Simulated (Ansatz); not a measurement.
Cost and result for the atomization energy of B$_{3}$H$_{3}$O, SMILES `BB1BO1` (7 atoms, 7 bonds).

Charge 0, multiplicity 1. All single points use the PBE0-D4/def2-TZVP geometry. Program: Ansatz. All runs use 2 threads of an Arm Neoverse V1 on a shared host. Times are those of one run each, without the atoms' runs, and a repeat can differ threefold. Electronic energies, without spin–orbit coupling; frozen cores. CCSD(T)/CBS adds CCSD(T) − MP2 in def2-TZVPP to the MP2 limit, and its time is that of the two runs behind it. T1 = 0.017. B3LYP takes the VWN-RPA correlation (the form of Gaussian; ORCA's B3LYP/G). HSE06 is the plane-wave form, built on full-range PBE exchange.

CCSD(T)/CBS is a level of theory with its own doubt, some kJ/mol a heavy atom from the limit and from the frozen cores, so smaller differences don't rank the functionals.

```tsv
level	functions	atomization (kJ/mol)	difference from CCSD(T)/CBS	per bond
PBE-D4/def2-TZVPP (with forces)	166	2786.4	114.4	16.3
ωB97X-V/def2-TZVPP	166	2711.7	39.7	5.7
CCSD(T)/def2-TZVPP	166	2610.7	-61.3	-8.8
CCSD(T)/CBS(def2)	–	2672.0	0.0	0.0
MP2/def2-QZVPP	318	2733.2	61.2	8.8
BHLYP-D4/def2-TZVPP	166	2641.4	-30.6	-4.4
CAM-B3LYP-D4/def2-TZVPP	166	2733.8	61.8	8.8
ωB97M-V/def2-TZVPP (with forces)	166	2724.5	52.5	7.5
r2SCAN-D4/def2-TZVPP (with forces)	166	2750.8	78.8	11.3
CCSD(T)/def2-SVP	71	2573.3	-98.7	-14.1
PBE0-D4/def2-TZVPP	166	2730.5	58.5	8.4
B3LYP-D4/def2-TZVPP (with forces)	166	2720.6	48.6	7.0
HSE06-D4/def2-TZVPP	166	2733.1	61.1	8.7
```

Task: Order the runs by time, with rough figures. (Estimate.)

Result: The calculation gave: CCSD(T)/def2-SVP 1.4 s; PBE-D4/def2-TZVPP (with forces) 1.7 s; PBE0-D4/def2-TZVPP 1.9 s; HSE06-D4/def2-TZVPP 2.1 s; BHLYP-D4/def2-TZVPP 2.1 s; CAM-B3LYP-D4/def2-TZVPP 2.2 s; B3LYP-D4/def2-TZVPP (with forces) 2.5 s; r2SCAN-D4/def2-TZVPP (with forces) 3.4 s; ωB97X-V/def2-TZVPP 6 s; ωB97M-V/def2-TZVPP (with forces) 7.5 s; MP2/def2-QZVPP 11 s; CCSD(T)/def2-TZVPP 23 s; CCSD(T)/CBS(def2) 34 s.

Leaving LDA and LC-ωPBE aside and taking each functional with its dispersion term where it has one, the values spread over 145.0 kJ/mol, from BHLYP-D4 to PBE-D4. LDA lies +328.0 kJ/mol from PBE without D4, its usual overbinding. At CCSD(T), def2-SVP lies −98.7 kJ/mol from the extrapolated value and def2-TZVPP −61.3 kJ/mol: correlation converges slowly with the basis, and small sets miss more of it in the bonded molecule than in its fragments. From r2SCAN to r2SCAN0 (25 % exact exchange), in def2-TZVPP and without D4, the atomization energy moves by −53.9 kJ/mol: exact exchange takes away binding that semilocal exchange gives to molecules.
